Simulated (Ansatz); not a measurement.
`CC(C)[O][Sn][OH]` + `N[SiH](F)Cl` → `CC(C)[O][Sn][Cl]` + `N[SiH](O)F`  (redistribution)

Isolated molecules relaxed with PBE0-D4/def2-TZVP in Ansatz; ΔE leaves out vibrations. CCSD(T)/CBS adds triple-zeta CCSD(T) − MP2 to the extrapolated MP2 energy (def2 sets, frozen cores). This one scheme is used for every species. DFT in def2-TZVPP. Elements past krypton have def2 core potentials. For Sn outer-core shells are correlated without core-valence functions, which leaves a few kJ/mol of doubt a bond. Each species was taken in one conformer, which may not be the lowest.

Is it downhill or uphill in electronic energy at CCSD(T)/CBS, and by how much? (Best estimate.)

The calculation gave: Downhill: ΔE = -20.8 kcal/mol.

What do these levels give: ωB97X-V, ωB97M-V, B2PLYP, PBE0, CCSD/def2-TZVPP, CCSD(T)/def2-TZVPP? (Estimate.)

The calculation gave: ωB97X-V -20.0, ωB97M-V -20.4, B2PLYP -20.8, PBE0 -20.5, CCSD/def2-TZVPP -21.4, CCSD(T)/def2-TZVPP -20.8 kcal/mol.

Largest T1 diagnostic among the species: 0.016.

In def2-TZVPP, CCSD(T) changes the Hartree–Fock value by +3.5 kcal/mol (the triples alone add +0.6 kcal/mol) and MP2 by +3.8 kcal/mol. From PBE to PBE0 (25 % exact exchange), in def2-TZVPP and without D4, ΔE moves by −1.5 kcal/mol.
